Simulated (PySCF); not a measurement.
From computed data to an observable: entropy of an ideal gas

Pb(F)(NH2) (FH₂NPb), SMILES [Pb]([F])[NH2] (connectivity only; charge and spin as stated), neutral, multiplicity 1.

Geometry optimised at B3LYP-D3(BJ)/def2-TZVP. The def2 effective core potentials stand for the cores of Pb; spin–orbit coupling is left out. Other conformers were not sampled.

B3LYP-D3(BJ)/def2-TZVP (PySCF 2.14.0) gives the harmonic wavenumbers 152, 284, 428, 496, 542, 590, 1520, 3522, 3640 cm⁻¹ and the rotational temperatures 0.3613, 0.2944, 0.1622 K. The molar mass is 242.22 g/mol, the symmetry number 1, the spin multiplicity 1.

Task: Work out the entropy at 298.15 K and 1 atm in the rigid-rotor, harmonic-oscillator model.

Result: 
Translation (Sackur–Tetrode at 1 atm): S = R[1.5 ln M + 2.5 ln T − 1.16487] = 177.2 J/(mol K).
Rotation: q = (√π/σ) T^1.5/√(θA θB θC) = 69500, S = R[ln q + 3/2] = 105.2 J/(mol K).
Vibration: with u = 1.4388 ν/T, each mode gives R[u/(e^u − 1) − ln(1 − e^−u)]:
| ν (cm⁻¹) | modes | u | S (J/(mol K)) |
|---|---|---|---|
| 152 | 1 | 0.73 | 11.08 |
| 284 | 1 | 1.37 | 6.32 |
| 428 | 1 | 2.07 | 3.62 |
| 496 | 1 | 2.39 | 2.80 |
| 542 | 1 | 2.62 | 2.35 |
| 590 | 1 | 2.85 | 1.95 |
| 1520 | 1 | 7.34 | 0.05 |
The stiffer modes add less than 0.005 each. Sum 28.2 J/(mol K).
Spin: R ln 1 = 0.0 J/(mol K).
Total 310.5 J/(mol K); the program's own thermochemistry gives 310.5. Translation makes up 57 % and vibration 9 %. Anharmonicity, hindered rotation and orbital degeneracy are left out.
